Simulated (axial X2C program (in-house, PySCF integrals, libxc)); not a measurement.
LiI: cheaper levels and CCSD(T), two-component

Computed with an axial X2C code built on PySCF integrals. Two-component (2c) means X2C with spin–orbit coupling and atomic mean-field two-electron Coulomb and Gaunt terms. Basis: I dyall-cv3z [11s12p8d4f1g], Li dyall-cv3z [7s8p2d] (cores contracted in-house); Gaussian nuclei, density fitting, unrestricted open shells. Masses: I 126.904 u, Li 7.016 u.

State: Ω = 0 (closed shell); fragments I + Li.

```csv
level,Re (Å),ωe (cm⁻¹),De (eV)
PBE0,2.393,495.7,3.44
HF,2.423,488.8,2.50
MP2,2.424,485.5,3.40
CCSD,2.423,486.5,3.29
TPSS,2.405,486.0,3.54
```

Correlated methods: 8 electrons correlated (number of frozen shells: I 4 s, 3 p, 2 d; Li 1 s), 220 virtual spin orbitals or spinors in MP2, 86 natural virtuals in coupled cluster.

CCSD(T), same Hamiltonian and basis:

Re = 2.424 Å, ωe = 484.6 cm⁻¹, De = 3.36 eV; T1 = 0.005 (Lee–Taylor normalisation).

Task: Give the differences from CCSD(T) in the columns below.

Result: 

```tsv
level	ΔRe (Å)	Δωe (cm⁻¹)	ΔDe (eV)
PBE0	-0.031	11	0.08
HF	-0.001	4	-0.86
MP2	0.000	1	0.04
CCSD	-0.001	2	-0.07
TPSS	-0.019	1	0.18
```

One determinant describes the state; a PBE0 search over occupations chose it and may have missed a lower one. The closed shell is kept restricted, so the energy runs too high when the bond is stretched far. Dissociation energies refer to the lowest single-determinant-based atoms at the same level and basis. Coupled cluster ran in a truncated set of natural virtual spinors; the MP2 energy of the rest was added. (T) has no such correction and the atoms are truncated less, which lowers De at CCSD(T) by a hundredth of an eV or more. The functionals have no current-density term, which raises determinants with orbital currents, atoms included.
